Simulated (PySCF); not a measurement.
Coordinates in bohr (charge -1 multiplicity 2):
```
Os    0.0000    0.0000   -0.2301
S     3.8775    0.0000    0.7921
S    -3.8775    0.0000    0.7921
```

These are results of UPBE0 in PySCF with Os def2-SVPD with ECP60, S def2-SVPD; scalar-relativistic core potentials, no spin–orbit coupling; density-fitted integrals, not measurements.

This geometry of [OsS2]- is a stationary point at this level.

Q: What is the point group?

A: C2v.

Q: Is it a minimum?

A: Yes: all harmonic wavenumbers are real.

Q: List the harmonic modes with their infrared intensities.

A: 
| symmetry | ω (cm⁻¹) | IR (km/mol) | type |
| --- | --- | --- | --- |
| a1 | 69 | 2.2 | bend |
| b2 | 493 | 192 | stretch |
| a1 | 505 | 4.6 | stretch |

Q: Give the ideal-gas entropy at 298.15 K and 1 bar by parts.

A: translation 178.0, rotation 100.5, vibration 23.1, spin 5.8; total 307.3 J/(mol K).

In C2v the vibrations span 2a1 + b2. Here b1 is antisymmetric to the molecular plane and b2 lies in it.

This need not be the most stable arrangement of these atoms. Open d and f shells are described by one determinant, and the ground state may have another occupation or spin. The lowest empty level of this anion is unbound, so it and the gap depend on the basis. Spin–orbit coupling, left out here, can matter for elements this heavy.
